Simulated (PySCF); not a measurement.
Br⁺ (bromine, charge +1): UHF calculation

Configuration: [Ar] 3d10 4s2 4p3 5s1, high-spin 5S determinant (an excited configuration). All numbers are calculated (PySCF 2.14, a scalar-relativistic core potential, in aug-cc-pwCVTZ-PP with ECP10MDF (8s7p6d4f1g, 96 functions)).

```
Total energy             : -414.703263 hartree
One-electron energy      : -714.6421 hartree
Hartree (Coulomb) energy : 329.3411 hartree
Exchange energy          : -29.4023 hartree
⟨S²⟩                     : 6.0006
⟨L²⟩                     : 0.000
Sum of ⟨r⟩               : 23.60 bohr
Sum of ⟨r²⟩              : 46.81 bohr²
```

| shell | electrons | mean orbital energy (eV) | rms radius, mean of both spins (bohr) |
| --- | --- | --- | --- |
| 3s α | 1 | -285.91 | 0.590 |
| 3s β | 1 | -284.87 | 0.590 |
| 3p α | 3 | -224.53 | 0.609 |
| 3p β | 3 | -223.42 | 0.609 |
| 3d α | 5 | -103.30 | 0.642 |
| 3d β | 5 | -102.59 | 0.642 |
| 4s α | 1 | -46.574 | 1.72 |
| 4s β | 1 | -36.720 | 1.72 |
| 4p α | 3 | -28.670 | 2.01 |
| 5s α | 1 | -9.523 | 4.66 |

Energies and moments cover only the electrons outside the core potential. The outer electron is Rydberg-like, and this basis confines it to a smaller radius and binds it less than a complete one would.
